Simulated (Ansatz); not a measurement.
Relaxation of FH$_{7}$OW (10 atoms, charge 0, multiplicity 1), to a largest force component of 0.03 eV/Å in at most 50 steps.

Method: RKS CAM-B3LYP/def2-SVP in Ansatz 0.2.0.

```xyz
10
Properties=species:S:1:pos:R:3
W 0.184 -0.016 -0.333
H -0.236 0.011 1.325
F 1.928 0.204 -0.835
H -0.895 0.627 -1.445
H -0.694 1.326 0.175
H -0.125 -1.526 0.338
H -0.578 -1.118 -1.344
O 1.693 1.609 1.876
H 2.395 1.047 2.231
H 0.864 1.213 2.231
```

Problem. Where does it end, and by what steps?

Solution. It converged. After 15 steps the energy has fallen by 0.335 eV; O8 moved furthest, 0.66 Å. Joined: W1–O8 (3.13 → 2.38 Å).

```
step  energy less start (eV)  largest force component (eV/Å)  accepted
   0                  0.0000                           0.771       yes
   1                 -0.0233                           1.749       yes
   2                 -0.0746                           1.453       yes
   3                 -0.1706                           1.465       yes
   4                 -0.2167                           0.813       yes
   5                 -0.2379                           0.957       yes
   6                 -0.2734                           0.742       yes
   7                 -0.2748                           0.632       yes
   8                 -0.3004                           0.356       yes
   9                 -0.3091                           0.291       yes
  10                 -0.3144                           0.665       yes
  11                 -0.3223                           0.360       yes
  12                 -0.3258                           0.149       yes
  13                 -0.3329                           0.072       yes
  14                 -0.3346                           0.067       yes
  15                 -0.3354                           0.026       yes
```

```xyz
10
Properties=species:S:1:pos:R:3
W 0.191 0.164 -0.179
H -0.696 0.243 1.259
F 1.941 0.577 -0.663
H -0.755 0.435 -1.550
H -0.872 1.455 -0.003
H 0.028 -1.277 0.676
H -0.272 -1.139 -1.146
O 1.418 1.048 1.664
H 2.383 1.035 1.587
H 1.170 0.836 2.573
```

Time of the run: 24 s on 4 threads of Intel(R) Xeon(R) Platinum 8488C (Sapphire Rapids), on a shared host, peak memory 0.24 GiB.
